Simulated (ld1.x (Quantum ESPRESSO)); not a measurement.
# What one change does to a pseudopotential (Mo (Z = 42), TM)

ld1.x (Quantum ESPRESSO) 7.5 input, shortened:

```
&input
   title='Mo', zed=42., rel=1, dft='PZ', iswitch=3,
   config='[Kr] 4d4 5s0 5p0'
 /
 &inputp
   pseudotype=2, tm=.true., lloc=0,
   nlcc=.false.
 /
3
4P  2  1   6.00   0.00  1.15  1.15  0.0
4D  3  2   4.00   0.00  2.10  2.10  0.0
4S  1  0   2.00   0.00  1.70  1.70  0.0
 &test
   configts(1)='4s2 4p6 4d4 5s0 5p0'
 /
```

Change: wave 4s (bound): rc 1.70 bohr becomes 4s (bound): rc 1.98 bohr.

Cutoffs: the cutoffs (Ry, on a coarse ladder) from which the occupation-weighted sum of valence levels, in a spherical-Bessel basis at the reference potential, stays within 10 and 1 mRy of its value at 400 Ry; they do not see the model core or the augmentation charge, which bear on the density cutoff. Errors are all-electron minus pseudo energies relative to the spin-unpolarised reference configuration.

**Question.** Predict the effect on cutoff, ghosts and configuration errors.

**Answer.** The potential gets neither clearly harder nor softer (90 Ry and 140 Ry → 90 Ry and 140 Ry); the p channel sets the loose cutoff, while the largest relative change is in s, which becomes softer; of the 9 tests that both files solve, the error grows in 8 and shrinks in 0 by more than 15 % and 0.3 meV (median size 147.9 → 316.1 meV); neither file shows a bound ghost at the reference potential, the only one tested. More of the atom is replaced by a form fitted at one configuration, so other configurations suffer.

```csv
quantity,base,changed
"cutoff, loose",90 Ry,90 Ry
"cutoff, tight",140 Ry,140 Ry
loose cutoff by channel (10 mRy a level),"p 55 Ry, d 30 Ry, s 30 Ry","p 55 Ry, d 30 Ry, s 21 Ry"
bound ghosts,none,none
"error for 4s2 4p6 4d5 5s1 5p0, meV [ΔE -22.89 eV]",+877,+1952
"error for 4s2 4p6 4d5 5s0 5p0, meV [ΔE -15.70 eV]",+18,+47
"error for 4s2 4p6 4d3 5s0 5p0, meV [ΔE 26.96 eV]",+30,+68
"error for 4s1 4p6 4d5 5s1 5p0, meV [ΔE 47.42 eV]",+1396,+2937
"error for 4s2 4p6 4d4 5s2 5p0, meV [ΔE -22.75 eV]",+2028,+4319
"error for 4s2 4p6 4d2 5s0 5p0, meV [ΔE 66.66 eV]",+138,+279
"error for 4s2 4p6 4d5 5s0 5p1, meV [ΔE -19.64 eV]",+142,+316
"error for 4s2 4p6 4d4 5s0 5p0 (spin-polarised), meV [ΔE -2.48 eV]",+148,+157
"error for 4s2 4p6 4d5 5s1 5p0 (spin-polarised), meV [ΔE -26.81 eV]",+1087,+2221
s: phases at 2.30 bohr within 0.05 rad from the reference energy up to (Ry; the scan ends near 5),-2.6,-3.2
p: phases at 2.30 bohr within 0.05 rad from the reference energy up to (Ry; the scan ends near 5),-1.2,-1.8
d: phases at 2.30 bohr within 0.05 rad from the reference energy up to (Ry; the scan ends near 5),0.4,-0.5
```

Changed file: These tests converged, but a pseudo level misses the all-electron one widely, so the file describes the atom poorly there or has found another state: 4s2 4p6 4d5 5s1 5p0: 5s by 1.4 eV; 4s2 4p6 4d5 5s0 5p0: empty 5s by 2.4 eV; 4s2 4p6 4d3 5s0 5p0: empty 5s by 4.6 eV (a node warning on the way); 4s1 4p6 4d5 5s1 5p0: 5s by 2.5 eV; 4s2 4p6 4d4 5s2 5p0: 4d by 1.5 eV; 4s2 4p6 4d2 5s0 5p0: empty 5s by 6.0 eV.
